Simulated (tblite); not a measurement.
A tight-binding relaxation on `CC(=O)c1c[n]([GeH3])nn1`.

Computed with GFN2-xTB geometry optimisation, gas phase (tblite 0.8.0). Start geometry: from a force field or distance geometry. The input is one job of a driver script: a line of settings, then coordinates in Å.

Command:
```bash
OMP_NUM_THREADS=1 python probes_run.py task.json out
```

Input:
```
{"job": {"kind": "relax", "xc": "GFN2-xTB", "basis": "xTB"}, "charge": 0, "multiplicity": 1}
C     -3.189700    -0.184300     0.138300
C     -1.949600     0.610800    -0.082700
O     -2.008300     1.787500    -0.493000
C     -0.631700     0.016600     0.199800
C      0.598900     0.608700     0.062300
N      1.500000    -0.305700     0.428000
Ge     3.359600    -0.118400     0.366500
N      0.878300    -1.408300     0.782100
N     -0.432800    -1.251700     0.659400
H     -3.188100    -1.088500    -0.498000
H     -3.275400    -0.488900     1.202200
H     -4.094300     0.423800    -0.119400
H      0.814200     1.610100    -0.291500
H      4.005500    -1.013300     1.461000
H      3.870000    -0.550800    -1.022600
H      3.735700     1.361500     0.632400
```

Output:
```
step      E/eV     max force
  0    -730.75460    2.513
  1    -730.90403    2.792
  2    -730.96964    0.635
  3    -730.99000    0.424
  4    -731.00596    0.261
  5    -731.01416    0.359
  6    -731.02266    0.361
  7    -731.03180    0.237
  8    -731.03868    0.216
  9    -731.04393    0.254
... (32 lines left out)
 42    -731.11580    0.042
 43    -731.11609    0.046
 44    -731.11642    0.047
 45    -731.11672    0.047
 46    -731.11693    0.030
 47    -731.11705    0.021
 48    -731.11712    0.020
 49    -731.11716    0.012
 50    -731.11718    0.011
 51    -731.11719    0.009
```

«max force» is the largest atomic force in eV/Å.

Task: From which step on does the largest force stay under 0.1 eV/Å, and how much energy is left to gain from there?

Result: From step 30 (0.087 eV/Å), 7.4 meV above the end.

Summary of the converged run: energy lowered by 8.4 kcal/mol over 51 steps; largest atomic force 0.009 eV/Å at the end.

Task: Give the final coordinates.

Result: 0.232 Å rms from the input after alignment:
```
atom  x, y, z in Å
C1    -3.0948   -0.2854    0.1852
C2    -1.9934    0.6931   -0.1058
O3    -2.1754    1.8205   -0.5077
C4    -0.6413    0.1726    0.1390
C5     0.5815    0.8042   -0.0329
N6     1.5012   -0.0983    0.3431
Ge7    3.3451   -0.2236    0.4106
N8     0.8713   -1.2264    0.7238
N9    -0.3822   -1.0743    0.6061
H10   -2.9544   -1.1758   -0.4233
H11   -3.0347   -0.5928    1.2266
H12   -4.0624    0.1636   -0.0205
H13    0.8330    1.7863   -0.3772
H14    3.5672   -1.2245    1.4811
H15    3.7866   -0.6804   -0.9404
H16    3.8453    1.1502    0.7170
```

On one thread, Arm Neoverse V2 (aarch64), no GPU, on a shared host, this took 0.28 s.
Labels such as C1 count atoms from 1, the log's own numbers from 0.
